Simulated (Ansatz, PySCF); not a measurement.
Process, species as SMILES: F[B]F → [B]F + F atom (the B-F bond at the site shown breaks; other sites are not compared here)
Each molecule is optimised on its own at B3LYP-D3(BJ)/def2-TZVP (Ansatz, a quantum-chemistry and plane-wave program).

Quantity: bond dissociation energy (electronic energy difference), in kcal/mol. Cores are frozen in the correlated levels unless marked. Open shells are spin-unrestricted. Spin-orbit coupling is left out. Non-relativistic. CBS(X,Y): correlation extrapolated as X^-3; Hartree-Fock from the larger set.

CCSD(T)/CBS(cc-pVTZ,cc-pVQZ) (Ansatz) gives 113.6 kcal/mol.

Problem. Another calculation gave 117.1 kcal/mol. Which level was it?
(A) HF/def2-TZVPD (PySCF)
(B) BHLYP/def2-TZVPD (Ansatz)
(C) LC-wPBE/def2-TZVPD (Ansatz)
(D) TPSSh/def2-TZVPD (PySCF)

Solution. D, TPSSh/def2-TZVPD (PySCF). The others give 109.8 (BHLYP), 91.5 (HF), 121.3 (LC-wPBE) kcal/mol.
